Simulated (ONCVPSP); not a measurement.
**Configuration tests for N (Z = 7) (ONCV)**

```
Element                 : nitrogen
Generator               : ONCVPSP 4.0.1
Type                    : optimised norm-conserving Vanderbilt (ONCV)
Functional              : PBE
Relativity              : scalar-relativistic
Frozen core             : [He]
Valence charge          : 5
Reference configuration : 2s2 2p3
Partial waves           : 2s: rc 0.80 bohr, ncon 4, nbas 9, qcut 10 1/bohr, 2 projectors, debl 3 Ha; 2p: rc 1.70 bohr, ncon 4, nbas 8, qcut 8.6 1/bohr, 3 projectors, debl 4 Ha
Local potential         : polynomial inside 0.70 bohr (lpopt 1, dvloc0 -1 Ha)
Core correction         : Teter function fitted to the true core (icmod 2), fcfact 0.6
```

Energies are relative to the spin-unpolarised reference configuration 2s2 2p3; without spin polarisation the order of configurations can differ from experiment.

```tsv
valence configuration	charge	ΔE all-electron (eV)	error AE − PS (meV)
2s2 2p1	+2	42.445	+197
2s2 2p0	+3	89.527	+825
2s0 2p5	0	23.041	+12
```

(1) What are ΔE and the potential's error for 2s2 2p2?

Levels in the configuration 2s0 2p5:

```tsv
level	all-electron (eV)	pseudo (eV)
2p	-7.893	-7.925
```

Results:

(1) ΔE = 13.591 eV all-electron; the error (AE − PS) is +22 meV.
